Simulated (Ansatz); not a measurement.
Computed with Ansatz on PBE0-D4/def2-TZVP structures; ΔE is electronic, products minus reactants. CBS: MP2 limit from def2 TZ/QZ plus the TZ coupled-cluster correction, frozen cores. This one scheme is used for every species. Functionals use def2-TZVPP. B3LYP here is the variant with VWN-RPA as its local correlation; programs differ in this. Each species was taken in one conformer, which may not be the lowest.

`OC[SiH](F)F` + `C=C[SiH2]S` → `C=C[SiH2]S[SiH](F)F` + CH₃OH  (ligand exchange at the Si–C bond)

`OC[SiH](F)F`:

Cartesian coordinates in Å:
```
O 1.278 0.222 1.176
C 0.236 0.771 0.384
Si -0.716 -0.540 -0.545
F -1.546 -1.458 0.448
F 0.368 -1.478 -1.242
H 1.844 -0.313 0.613
H 0.610 1.530 -0.320
H -0.437 1.297 1.068
H -1.637 -0.031 -1.582
```

`C=C[SiH2]S`:

Z-matrix (Å, degrees):
```
Si
C 1 1.854
S 1 2.141 2 112.0
H 1 1.487 2 107.7 3 -123.2
H 1 1.485 2 112.2 3 115.4
C 2 1.331 1 122.0 3 120.2
H 2 1.088 1 119.2 3 -58.7
H 3 1.344 1 94.5 2 -57.1
H 6 1.087 2 121.6 1 0.6
H 6 1.086 2 122.3 1 -179.5
```

`C=C[SiH2]S[SiH](F)F`:

Cartesian coordinates in Å:
```
C 0.137 -1.998 -0.536
C 0.269 -0.829 -1.159
Si -1.031 0.480 -1.043
S -0.284 2.262 -0.070
Si 0.623 1.398 1.613
F -0.262 0.215 2.198
F 2.032 0.757 1.269
H 0.899 -2.770 -0.590
H -0.738 -2.230 0.063
H 1.173 -0.636 -1.733
H -2.197 -0.054 -0.300
H -1.449 0.993 -2.371
H 0.827 2.413 2.658
```

CH₃OH:

```xyz
6

C     0.057    0.184    0.300
O     0.053   -0.938   -0.553
H     0.478   -0.140    1.252
H    -0.952    0.570    0.487
H     0.679    1.001   -0.087
H    -0.316   -0.677   -1.399
```

| level | ΔE (kJ/mol) |
| --- | --- |
| ωB97X-V | -83.2 |
| r2SCAN | -84.7 |
| B3LYP | -74.6 |
| HF/CBS(def2) | -80.1 |

(1) What does CCSD(T)/CBS give? (Estimate.)

Largest T1 diagnostic among the species: 0.012.

Answers

(1) Computed: -85.9 kJ/mol. The listed levels differ from it by 2.7, 1.2, 11.3, 5.8 kJ/mol.

The D4 term adds −11.2 kJ/mol with B3LYP and −6.6 kJ/mol with PBE0; it sums over pairs of atoms, weighted by their polarisabilities, and B3LYP, whose exchange is more repulsive, gets the larger term. From PBE to PBE0 (25 % exact exchange), in def2-TZVPP and without D4, ΔE moves by −3.3 kJ/mol.
